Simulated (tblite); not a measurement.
Parent: `[NH2:1][SiH2:2][SiH2:3][NH2:4]` with H–N1–Si2–Si3 -178° and 45°, N1–Si2–Si3–N4 3°, Si2–Si3–N4–H 45° and -178°, H8N2Si2.

Computed geometry: GFN2-xTB, gas phase. One conformer each, not checked by frequencies here.

```json
{"coordinate of the parent": "N1–Si2", "value": "1.729 Å"}
{"coordinate of the parent": "Si2–Si3", "value": "2.295 Å"}
{"coordinate of the parent": "Si3–N4", "value": "1.729 Å"}
{"coordinate of the parent": "N1–Si2–Si3", "value": "107.7°"}
{"coordinate of the parent": "Si2–Si3–N4", "value": "108.0°"}
```

Question: In one relative the bonds that all share with the parent change as follows (parent's numbers): N1–Si2 +0.012, Si2–Si3 +0.012, Si3–N4 +0.050 Å. Which is it?
A. `[CH2:1]=[CH:2][CH2:3][NH:4][SiH2:5][SiH2:6][NH2:7]` with C1–C2–C3–N4 123°, C2–C3–N4–Si5 86°, C3–N4–Si5–Si6 178°, N4–Si5–Si6–N7 -167°, Si5–Si6–N7–H -174° and 49°
B. `[NH2:1][SiH2:2][SiH2:3][NH:4][CH:5]=[O:6]` with H–N1–Si2–Si3 171° and -53°, N1–Si2–Si3–N4 -173°, Si2–Si3–N4–C5 0°, Si3–N4–C5–O6 -1°

Answer: B. The changes in all of them (Å):

```tsv
SMILES	N1–Si2	Si2–Si3	Si3–N4
C=CCN[SiH2][SiH2]N	-0.008	-0.006	-0.004
N[SiH2][SiH2]NC=O	+0.012	+0.012	+0.050
```

Atoms are paired thus: C=CCN[SiH2][SiH2]N: N1 = N4, Si2 = Si5, Si3 = Si6, N4 = N7; N[SiH2][SiH2]NC=O: N1 = N1, Si2 = Si2, Si3 = Si3, N4 = N4.
